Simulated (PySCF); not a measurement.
CH₇FOSi₂. Atoms are numbered in the order given.

```xyz
12

F     -3.1394     0.1226     0.0152
C     -1.9455    -0.5956     0.0438
Si    -0.5111     0.6419    -0.0340
O      0.8961    -0.2382     0.0014
Si     2.5550    -0.2962     0.0037
H     -1.9227    -1.2963    -0.8105
H     -1.9081    -1.2013     0.9674
H     -0.5846     1.5624     1.1351
H     -0.6046     1.4327    -1.2931
H      3.0958     0.4483     1.1779
H      3.0943     0.3114    -1.2474
H      2.9737    -1.7214     0.0838
```
Charge 0, spin multiplicity 1.

Geometry optimised at B3LYP-D3(BJ)/def2-SVP. One conformer was computed; it need not be the lowest.

All values below come from TDDFT-CAM-B3LYP/def2-SVPD (PySCF 2.14.0).

Vertical excitations. Gas-phase values at a fixed geometry.

Problem. Estimate the UV-visible absorptions. (The exact figures need the calculation; the answer reports its results.)

Solution. 
| state | energy (eV) | λ (nm) | f | main pairs |
|---|---|---|---|---|
| S1 | 7.10 | 175 | 0.003 | HOMO→LUMO 83 % |
| S2 | 7.23 | 171 | 0.001 | HOMO−1→LUMO 93 % |
| S3 | 7.80 | 159 | 0.010 | HOMO−2→LUMO 57 %, HOMO→LUMO+2 15 %, HOMO→LUMO+1 12 % |
| S4 | 8.13 | 152 | 0.000 | HOMO−3→LUMO 55 %, HOMO−1→LUMO+2 20 % |
| S5 | 8.16 | 152 | 0.029 | HOMO→LUMO+1 45 %, HOMO−2→LUMO 18 %, HOMO→LUMO+2 16 % |
| S6 | 8.43 | 147 | 0.021 | HOMO−1→LUMO+2 24 %, HOMO−1→LUMO+1 24 %, HOMO−1→LUMO+3 22 %, HOMO−1→LUMO+4 11 % |
| S7 | 8.59 | 144 | 0.093 | HOMO−1→LUMO+1 52 %, HOMO−1→LUMO+2 26 %, HOMO−3→LUMO+2 9 % |
| S8 | 8.72 | 142 | 0.172 | HOMO→LUMO+2 37 %, HOMO→LUMO+1 19 %, HOMO−2→LUMO+2 17 %, HOMO−2→LUMO+1 15 % |
| S9 | 8.78 | 141 | 0.014 | HOMO−4→LUMO 45 %, HOMO−4→LUMO+1 8 % |
| S10 | 8.95 | 139 | 0.000 | HOMO−1→LUMO+3 27 %, HOMO−3→LUMO+1 13 %, HOMO−1→LUMO+6 11 %, HOMO−2→LUMO+5 11 % |
| T1 | 6.68 | 186 | 0 | HOMO→LUMO 74 % |
| T2 | 6.88 | 180 | 0 | HOMO−1→LUMO 89 % |
| T3 | 7.34 | 169 | 0 | HOMO−2→LUMO 60 %, HOMO→LUMO+2 11 % |
| T4 | 7.67 | 162 | 0 | HOMO−3→LUMO 53 %, HOMO−1→LUMO+2 13 % |
Triplets are in the Tamm–Dancoff approximation, which puts them higher than full response would, so one can lie above its singlet here.
